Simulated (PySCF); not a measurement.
## Correlation energy of P⁺ (phosphorus, charge +1)

[Ne] 3s2 3p2, high-spin 3P determinant. All numbers are calculated (PySCF 2.14, scalar relativity by spin-free X2C-1e, in x2c-SVPall). Frozen: [Ne]; 4 electrons correlated.

MP2 pair energies summed by pair of shells (mhartree):

```
 pair  energy  share (%)
3s-3p  -29.63       59.6
3s-3s  -14.96       30.1
3p-3p   -5.09       10.2
```

Total MP2 correlation energy: -49.68 mhartree.

Same-spin part -8.02 and opposite-spin part -41.66 mhartree; SCS-MP2 scales them by 1/3 and 6/5 to -52.66 mhartree.

```csv
level,correlation energy (mhartree)
CCSD,-69.72
(T),-0.95
CCSD(T),-70.67
```

Diagnostics: T1 = 0.0082, D1 = 0.0203, largest double amplitude 0.108.

**Question.** Is a single reference adequate?

**Answer.** Mostly. T1 lies below 0.03, but a double amplitude of this size points to a near-degeneracy that CCSD handles and MP2 describes poorly.
